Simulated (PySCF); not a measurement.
# B(OH)3: from structure and modes to constants

Level of theory: PySCF, B3LYP, basis B def2-TZVP, O def2-TZVP, H def2-TZVP (no relativity, density fitting).

The singlet minimum has C3h symmetry. Masses (u): B 11.00930, O 15.99492, H 1.00782.

```xyz
7
charge 0 multiplicity 1, angstrom
B     0.0000    0.0000    0.0000
O     1.3641    0.1257    0.0000
O    -0.7909    1.1185    0.0000
O    -0.5732   -1.2442    0.0000
H     1.8174   -0.7229    0.0000
H    -0.2826    1.9353    0.0000
H    -1.5347   -1.2124    0.0000
```

Harmonic wavenumbers (cm⁻¹): 428.6 (e', ×2), 440.7 (a'', ×1), 531.5 (e'', ×2), 671.5 (a'', ×1), 875.7 (a', ×1), 1013.2 (e', ×2), 1017.6 (a', ×1), 1445.5 (e', ×2), 3843.5 (e', ×2), 3844.6 (a', ×1).

Find the principal moments of inertia and the rotational constants. What kind of rotor is it?

About the centre of mass I = 50.804, 50.804, 101.61 u Å². With B = 16.8576/I this gives 0.3318, 0.3318, 0.1659 cm⁻¹. The molecule is an oblate symmetric top.

What is the harmonic zero-point energy?

Half the sum of all 15 wavenumbers, 21375/2 = 10688 cm⁻¹, which is 127.9 kJ/mol (1 cm⁻¹ = 0.0119627 kJ/mol).

Find the vibrational entropy and heat capacity at 298.15 K.

With u = 1.43878 ω/T, each mode gives S = R[u/(eᵘ−1) − ln(1−e⁻ᵘ)] and C = R u² eᵘ/(eᵘ−1)².
```json
{"ω (cm⁻¹)": "428.6 (×2)", "u": "2.068", "S (J/(mol K))": "3.61", "C (J/(mol K))": "5.89"}
{"ω (cm⁻¹)": "440.7", "u": "2.127", "S (J/(mol K))": "3.45", "C (J/(mol K))": "5.78"}
{"ω (cm⁻¹)": "531.5 (×2)", "u": "2.565", "S (J/(mol K))": "2.44", "C (J/(mol K))": "4.94"}
{"ω (cm⁻¹)": "671.5", "u": "3.241", "S (J/(mol K))": "1.43", "C (J/(mol K))": "3.70"}
{"ω (cm⁻¹)": "875.7", "u": "4.226", "S (J/(mol K))": "0.64", "C (J/(mol K))": "2.23"}
{"ω (cm⁻¹)": "1013.2 (×2)", "u": "4.890", "S (J/(mol K))": "0.37", "C (J/(mol K))": "1.52"}
{"ω (cm⁻¹)": "1017.6", "u": "4.911", "S (J/(mol K))": "0.36", "C (J/(mol K))": "1.50"}
{"ω (cm⁻¹)": "1445.5 (×2)", "u": "6.976", "S (J/(mol K))": "0.06", "C (J/(mol K))": "0.38"}
{"ω (cm⁻¹)": "3843.5 (×2)", "u": "18.548", "S (J/(mol K))": "0.00", "C (J/(mol K))": "0.00"}
{"ω (cm⁻¹)": "3844.6", "u": "18.553", "S (J/(mol K))": "0.00", "C (J/(mol K))": "0.00"}
```
The sums over all modes are S = 18.9 and C = 38.7 J/(mol K); the softest mode gives 19 % of the entropy (each member, where degenerate).

Give the standard entropy (298.15 K, 1 bar) by its translational, rotational, vibrational and spin parts, and Cp.

Sackur–Tetrode with M = 62.02 u gives 160.3; rotation with symmetry number 3 gives 91.3; vibration 18.9; spin R ln 1 = 0.0. The total is 270.5 J/(mol K), and Cp = 4 R + 38.7 = 71.9 J/(mol K).

Other isomers or separated fragments may lie lower.
